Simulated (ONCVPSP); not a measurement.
# Varying the ONCV potential for Ce (Z = 58)

Base potential:

* Element: cerium
* Generator: ONCVPSP 4.0.1
* Type: optimised norm-conserving Vanderbilt (ONCV)
* Functional: PBE
* Relativity: non-relativistic
* Frozen core: [Kr] 4d10
* Valence charge: 12
* Reference configuration: 4f1 5s2 5p6 5d1 6s2
* Partial waves: 5s+6s: rc 2.55 bohr, ncon 3, nbas 6, qcut 4.2 1/bohr, 2 projectors; 5p: rc 1.95 bohr, ncon 4, nbas 7, qcut 4.4 1/bohr, 1 projector; 5d: rc 3.10 bohr, ncon 3, nbas 8, qcut 4.9 1/bohr, 2 projectors, debl 1.4 Ha; 4f: rc 1.10 bohr, ncon 4, nbas 8, qcut 18.3 1/bohr, 2 projectors, debl 1.6 Ha
* Local potential: polynomial inside 0.90 bohr (lpopt 3, dvloc0 0 Ha)
* Core correction: Teter function, fcfact 5.75, rcfact 1.45

All-electron outer shells of the reference configuration (PBE, non-relativistic, ld1.x):

```tsv
shell	level (eV)	outermost node (bohr)	outermost maximum (bohr)
4d	-114.11	0.31	0.66
5s	-37.18	0.79	1.44
5p	-23.06	0.82	1.57
4f	-8.92	–	0.69
5d	-3.71	0.92	2.10
6s	-3.52	1.90	3.91
```

Cutoffs, loose and tight: the cutoffs (Ha) at which the residual kinetic energy of the hardest occupied pseudo-wave falls to 1 and 0.1 mHa per electron. They do not see the model core or the augmentation charge, which bear on the density cutoff. Test errors are all-electron minus pseudo excitation energies from the reference, over the configurations 4f1 5s2 5p6 5d1 6s1; 4f1 5s2 5p6 5d1 6s0; 4f1 5s2 5p6 5d0 6s0; 4f1 5s2 5p6 5d0 6s2. A dash means not determined; rows that change the core or the reference have their own tests. The largest error is taken over the tests solved by every variant that gives reliable tests at all: 4f1 5s2 5p6 5d0 6s0; 4f1 5s2 5p6 5d1 6s0; 4f1 5s2 5p6 5d1 6s1.

A true bound ghost makes a file unfit for plane-wave use even where its test errors are small: the radial tests pick states by their node count and pass the ghost by.

| change | outcome | cutoff, loose | cutoff, tight | bound ghosts | GHOST(+) flags above zero | largest test error (meV) |
| --- | --- | --- | --- | --- | --- | --- |
| base | generated | 118 Ha | 133 Ha | s, p | d | -6.0 |
| p: qcut 2.7 | generated | 118 Ha | 133 Ha | s, p | d | -6.0 |
| p: qcut 3.5 | generated | 118 Ha | 133 Ha | s, p | d | -6.0 |
| p: qcut 4.1 | generated | 118 Ha | 133 Ha | s, p | d | -6.0 |
| p: qcut 4.8 | generated | 118 Ha | 133 Ha | s, p | d | -6.1 |
| p: qcut 5.1 | generated | 118 Ha | 133 Ha | s, p | d | -6.1 |
| p: qcut 5.8 | generated | 118 Ha | 133 Ha | s, p | d | -6.2 |
| p: qcut 6.5 | generated | 118 Ha | 133 Ha | s, p | d | -6.2 |

Reading the sweep of the qcut of the p channel (base included, trends over the rows without a ghost): Bound ghosts are found at 2.7, 3.5, 4.1, 4.4, 4.8, 5.1, 5.8, 6.5 1/bohr. Every judged row has one, so this setting neither creates nor removes them.
